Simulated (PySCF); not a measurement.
**Mayer bond orders and bond lengths**

Species: C8H18N2.
Atom-mapped SMILES: `[CH3:1][CH:2]([CH3:3])/[CH:4]=[N:5]\[NH:6][C:7]([CH3:8])([CH3:9])[CH3:10]` (hydrogens: H11, H12, H13 on C1; H14 on C2; H15, H16, H17 on C3; H18 on C4; H19 on N6; H20, H21, H22 on C8; H23, H24, H25 on C9; H26, H27, H28 on C10)

Structure used (PBE0-D3(BJ)/def2-SVP), in Å, numbered top down from 1:
```
atom  x, y, z in Å
C1     2.2987    0.6351    1.5138
C2     2.2831   -0.1304    0.1865
C3     3.6906   -0.4142   -0.3209
C4     1.4744    0.6114   -0.8462
N5     0.1996    0.7130   -0.8806
N6    -0.5538    0.1368    0.0634
C7    -1.9639   -0.0770   -0.2732
C8    -2.6060   -0.7127    0.9549
C9    -2.0972   -1.0015   -1.4867
C10   -2.6025    1.2779   -0.5655
H11    1.2774    0.8480    1.8630
H12    2.8220    0.0630    2.2962
H13    2.8177    1.5990    1.3940
H14    1.7892   -1.1081    0.3673
H15    4.2269    0.5275   -0.5237
H16    4.2764   -0.9775    0.4212
H17    3.6725   -0.9965   -1.2548
H18    2.0110    1.1525   -1.6366
H19   -0.1337   -0.6498    0.5635
H20   -3.6755   -0.8976    0.7793
H21   -2.5036   -0.0553    1.8313
H22   -2.1362   -1.6819    1.1925
H23   -3.1525   -1.1544   -1.7600
H24   -1.6529   -1.9880   -1.2765
H25   -1.5715   -0.5655   -2.3489
H26   -2.5201    1.9371    0.3115
H27   -2.0893    1.7634   -1.4068
H28   -3.6664    1.1570   -0.8190
```

Bond orders from the PBE0/pcSseg-1 density (PySCF). The structure is a single PBE0-D3(BJ)/def2-SVP conformer in the gas phase; no vibrational or solvent corrections.

(1) How far do the computed orders between heavy atoms stray from the drawn ones?

(2) Set the Mayer orders of the bonds between heavy atoms beside their lengths.

Answers

(1) The largest departure is 0.156, at C4–N5 (drawn double, 1.844).

(2) 
```
  bond  drawn as  length (Å)  Mayer order
 C1–C2    single       1.532        1.009
 C2–C3    single       1.523        1.045
 C2–C4    single       1.507        0.963
 C4–N5    double       1.279        1.844
 N5–N6    single       1.338        1.085
 N6–C7    single       1.465        0.902
 C7–C8    single       1.525        1.029
 C7–C9    single       1.531        1.006
C7–C10    single       1.526        1.009
```

By pair of heavy elements: C–C: lowest C2–C4 (0.963, 1.507 Å), highest C2–C3 (1.045, 1.523 Å); in 5 of the 15 pairs the longer bond (by over 0.003 Å) has the higher order (by 0.02 or more). C–N: lowest N6–C7 (0.902, 1.465 Å), highest C4–N5 (1.844, 1.279 Å).

Q: And the bonds to hydrogen?

A: C–H: 0.92 to 0.97 (17 bonds); H–N: 0.89 (1 bond).

Q: Sum the orders of all bonds at each heavy atom with more than one neighbour and set the sums beside the valence in the SMILES.

A: C1 3.896 (drawn 4), C2 3.937 (drawn 4), C3 3.937 (drawn 4), C4 3.774 (drawn 4), N5 2.929 (drawn 3), N6 2.873 (drawn 3), C7 3.946 (drawn 4), C8 3.909 (drawn 4), C9 3.879 (drawn 4), C10 3.882 (drawn 4). Orders between atoms that aren't bonded are not in these sums.

The Mayer order sums products of elements of PS (density times overlap matrix) between the two atoms' basis functions, so it depends on the basis set.
